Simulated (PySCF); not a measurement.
## C₆ coefficients of unlike pairs at PBE

Calculated with PySCF 2.14 from the dipole response of each species, C₆(A,B) = (3/π) ∫ α_A(iu) α_B(iu) du, in atomic units, from isotropic polarisabilities. For ions this is the dispersion term alone; charge-induced terms of lower order in 1/R come first.

| species | configuration | basis | relativity | α (bohr³) | C₆ (like pair) |
| --- | --- | --- | --- | --- | --- |
| Pb | [Xe] 4f14 5d10 6s2 6p2 (3P) | aug-cc-pwCVDZ-PP with ECP60MDF (6s5p4d1f) | core potential | 67.11 | 779.9 |
| Fe | [Ar] 3d6 4s2 (5D) | aug-cc-pVTZ with one added diffuse shell each of s, p, d, f, g type (9s8p6d4f3g) | none | 63.52 | 573.1 |
| Ge³⁺ | [Ar] 3d10 4s1 (2S) | aug-cc-pwCVDZ-PP with ECP10MDF (6s5p4d1f) | core potential | 5.794 | 12.94 |
| As³⁺ | [Ar] 3d10 4s2 (1S) | aug-cc-pVTZ-DK (7s6p4d2f) | spin-free X2C | 6.713 | 19.87 |

**Question.** Estimate C₆ for As³⁺ with Pb.

**Answer.** The integral gives 116.4. The combination rule 2 C_A C_B / (C_A α_B/α_A + C_B α_A/α_B) gives 112.0 and the geometric mean 124.5.

No spin-orbit coupling is included, so Pb, close to jj coupling, stand for model states.

The other pairs:

```json
{"pair": "As³⁺, Ge³⁺", "C₆": "15.91"}
{"pair": "Fe, Pb", "C₆": "664.2"}
{"pair": "As³⁺, Fe", "C₆": "95.02"}
{"pair": "Ge³⁺, Fe", "C₆": "77.88"}
{"pair": "Ge³⁺, Pb", "C₆": "95.00"}
```
